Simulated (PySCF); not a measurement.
# Radial density of C (carbon, neutral)

BP86, [He] 2s2 2p2, high-spin 3P determinant. Computed with PySCF 2.14 in def2-TZVP, with no relativity, point nucleus.

```csv
r (bohr),4πr²ρ (e/bohr),4πr²(ρα − ρβ)
0.00389,0.02310,0.0000
0.00654,0.06352,0.0000
0.0110,0.1699,-0.0001
0.0185,0.4400,-0.0001
0.0311,1.070,-0.0002
0.0523,2.353,0.0000
0.0880,4.363,0.0025
0.148,6.114,0.0176
0.249,5.429,0.0807
0.419,2.539,0.2959
0.705,1.641,0.7552
1.19,2.371,1.0749
1.99,1.403,0.6669
3.35,0.2524,0.1541
5.64,0.008836,0.0073
```
